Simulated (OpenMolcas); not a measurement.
P3+: effect of the basis set

```yaml
Program: OpenMolcas 26.06
Method: "MS-CASPT2, IPEA 0.25 Eh, imaginary shift 0.1 Eh (closed shells correlated: 2s 2p)"
Active_space: 2 electrons in 4 orbitals (3s 3p)
State_averaging: 2S+1 = 3 even, 3 roots; 2S+1 = 1 even, 7 roots; 2S+1 = 3 odd, 3 roots; 2S+1 = 1 odd, 3 roots
Spin-orbit_coupling: RASSI with atomic mean-field integrals over the reference wave functions, term energies averaged over their components
```

A. ANO-R1 [4s3p1d], X2C, finite nucleus; CASPT2 step about 2 core-seconds
B. ANO-RCC-VTZP [5s4p2d1f], DKH2, point nucleus; CASPT2 step about 2.1 core-seconds
C. ANO-L-VTZP [5s4p2d1f], non-relativistic, point nucleus; CASPT2 step about 2.3 core-seconds
D. ANO-R2 [5s4p3d1f], X2C, finite nucleus; CASPT2 step about 3 core-seconds
E. ANO-RCC-VQZP [6s5p3d2f1g], DKH2, point nucleus; CASPT2 step roughly 2 core-seconds
F. ANO-R3 [6s5p4d2f1g], X2C, finite nucleus; CASPT2 step roughly 4 core-seconds

Energies in cm-1 above 3s2 1S0, the measured ground level; measured values from Martin, Zalubas and Musgrove, J. Phys. Chem. Ref. Data 14, 751 (1985).

```csv
Level,A,B,C,D,E,F,Measured
3s2 1S0,0.0,0.0,0.0,0.0,0.0,0.0,0.0
3s 3p 3P* 0,65440,67290,66270,67110,67540,67850,67918
3s 3p 3P* 1,65680,67490,66470,67310,67740,68050,68146
3s 3p 3P* 2,66160,67890,66870,67710,68140,68460,68615
3s 3p 1P* 1,107180,108370,107750,106360,107580,106720,
3p2 3P0,160360,165230,163310,163750,165450,165250,164941
3p2 3P1,160610,165430,163520,163950,165650,165460,165185
3p2 3P2,161030,165760,163860,164270,165920,165720,165654
3p2 1D2,163470,166990,165440,165390,166690,166460,158142
3p2 1S0,193680,197030,195880,194770,195860,195140,194592
```

Deviations, from unrounded energies. A percentage is the sum of absolute deviations over the sum of measured energies, with the sign that they share, or ± where signs differ.

```json
{"Against measurement": "mean absolute deviation (cm-1)", "Levels": "8", "A": "3400", "B": "1700", "C": "2300", "D": "1700", "E": "1500", "F": "1200"}
{"Against measurement": "other configurations (%)", "Levels": "8", "A": "±2.6", "B": "±1.3", "C": "±1.8", "D": "±1.3", "E": "±1.2", "F": "±0.9"}
```

F lies closest to measurement on these levels and A furthest from it. The largest miss of F in the table is 3p2 1D2, by +8300 cm-1. The ranking rests on the paired levels alone, and a cruder setting can come out closer through cancelling errors.

Among A to F the level of the table that moves most is 3p2 3P0, by 5100 cm-1 (lowest in A, highest in E). Moves below CASPT2's spread within the term are not significant.

CASPT2 does not keep the components of a term degenerate, so their means are used; among the terms shown or strongly mixed into the levels shown the widest spread is 260 cm-1 (3p2 1D, C). Over all roots computed the reference weight is 0.92 to 1.00 in A, 0.92 to 1.00 in B, 0.92 to 1.00 in C, 0.91 to 0.99 in D, 0.92 to 0.99 in E, 0.91 to 0.99 in F; the roots of lowest weight are the least certain, and an intruder state may touch them. The ¹D term of p² mixes with s d, which this space lacks. The basis is small and was not contracted for so high a charge (holds for A). Some levels mix across a computed gap that differs much from the measured one, so their mixing is not that of the real levels (holds for B; D; E; F). Computed and measured levels are paired by configuration, term and J; levels that our copy of the source lacks, or whose pairing is in doubt (as where it misses far off the trend of its configuration), stay unpaired and out of the deviations. Levels of configurations outside the active space are missing.

* marks odd parity.
